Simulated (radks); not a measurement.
Values are calculated unless marked as measured or tabulated.
Q: The mean radii <r> (bohr) of the occupied orbitals of an atom or ion are listed with their occupations. Code: a radial shooting solver on a logarithmic mesh with Libxc functionals. Model: Dirac Kohn-Sham, LDA (Slater exchange, Perdew-Zunger correlation), spin-unpolarised, spherical densities, point nucleus.

| orbital | occ. | <r> |
|---|---|---|
| 1s1/2 | 2 | 0.01606 |
| 2s1/2 | 2 | 0.06693 |
| 2p1/2 | 2 | 0.05489 |
| 2p3/2 | 4 | 0.06381 |
| 3s1/2 | 2 | 0.1741 |
| 3p1/2 | 2 | 0.1645 |
| 3p3/2 | 4 | 0.1808 |
| 3d3/2 | 4 | 0.1570 |
| 3d5/2 | 6 | 0.1619 |
| 4s1/2 | 2 | 0.3843 |
| 4p1/2 | 2 | 0.3854 |
| 4p3/2 | 4 | 0.4202 |
| 4d3/2 | 4 | 0.4248 |
| 4d5/2 | 6 | 0.4359 |
| 5s1/2 | 2 | 0.8533 |
| 4f5/2 | 6 | 0.4509 |
| 4f7/2 | 8 | 0.4572 |
| 5p1/2 | 2 | 0.9116 |
| 5p3/2 | 4 | 1.005 |
| 5d3/2 | 4 | 1.276 |
| 5d5/2 | 6 | 1.325 |
| 6s1/2 | 2 | 2.250 |
| 6p1/2 | 1 | 2.760 |

Name the element and its charge. Open shells, if any, fill j = l - 1/2 first.

A: Z = 82, lead, charge +1: Pb+ in [Hg] 6p1. The 1s radius gives Z: for a bare nucleus <r> = (2 gamma + 1)/(2Z) with gamma = sqrt(1 - (Z/c)^2), 0.01587 bohr for Z = 82, and screening makes it slightly larger (0.01606 here). The occupations add up to 81, and the charge is Z minus that.
